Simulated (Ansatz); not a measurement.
Reaction (redistribution): `O=C[SiH2][SiH](O)Cl` + `[SiH3][SiH2][O][GeH3]` → `O[SiH](Cl)[O][GeH3]` + `O=C[SiH2][SiH2][SiH3]`

Computed with Ansatz on PBE0-D4/def2-TZVP structures; ΔE is electronic, products minus reactants. CCSD(T)/CBS is the MP2 limit (def2-TZVPP, def2-QZVPP) plus CCSD(T) − MP2 in def2-TZVPP, frozen cores. DFT in def2-TZVPP. For Ge outer-core shells are correlated without core-valence functions, which leaves a few kJ/mol of doubt a bond. Scalar relativity is left out up to krypton. Each species was taken in one conformer, which may not be the lowest.

| level | ΔE (kJ/mol) |
| --- | --- |
| B2PLYP | -57.7 |
| CCSD(T)/def2-TZVPP | -63.5 |

Q: What does CCSD(T)/CBS give? (Best estimate.)

A: The calculation gave: -62.3 kJ/mol. The listed levels differ from it by 4.6, -1.2 kJ/mol.

Largest T1 diagnostic among the species: 0.016.

From PBE to PBE0 (25 % exact exchange), in def2-TZVPP and without D4, ΔE moves by −4.5 kJ/mol. The D4 term adds −4.1 kJ/mol with B3LYP and −2.1 kJ/mol with PBE0; it sums over pairs of atoms, weighted by their polarisabilities, and B3LYP, whose exchange is more repulsive, gets the larger term.

CCSD(T)/CBS has its own doubt, a few kJ/mol and more with outer-core shells, so smaller differences from it don't rank the levels.

B3LYP here is the variant with VWN-RPA as its local correlation; programs differ in this.
